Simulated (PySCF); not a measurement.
C2H4N3, SMILES [nH]1cnc[nH+]1, charge +1. Atoms are numbered in the order given.

```xyz
9

C      0.0000    -1.0526    -0.4322
N      0.0000     0.0000    -1.2350
C      0.0000     1.0526    -0.4322
N      0.0000     0.6693     0.8488
N      0.0000    -0.6693     0.8488
H      0.0000    -2.1020    -0.7339
H      0.0000     2.1020    -0.7339
H      0.0000     1.2192     1.7082
H      0.0000    -1.2192     1.7082
```
Charge +1, spin multiplicity 1.

Coordinates come from a PBE0-D3(BJ)/def2-SVP optimisation. The isomer is the one that the SMILES or the coordinates give; other isomers of the formula were not compared.

The numbers are results of HF/def2-TZVP (PySCF), not measurements.

The molecule is in vacuum.

Computed frontier levels, gap, dipole moment and polarisability:
```
Quantity                                                          Result
------------------------------------------------  ----------------------
highest occupied level                                         -17.55 eV
lowest empty level                                              -2.71 eV
orbital gap                                                     14.84 eV
dipole moment about the centre of nuclear charge                  4.51 D
mean static polarisability                          34.6 bohr³ (5.12 Å³)
polarisability, principal values                  21.9, 39.8, 41.9 bohr³
```
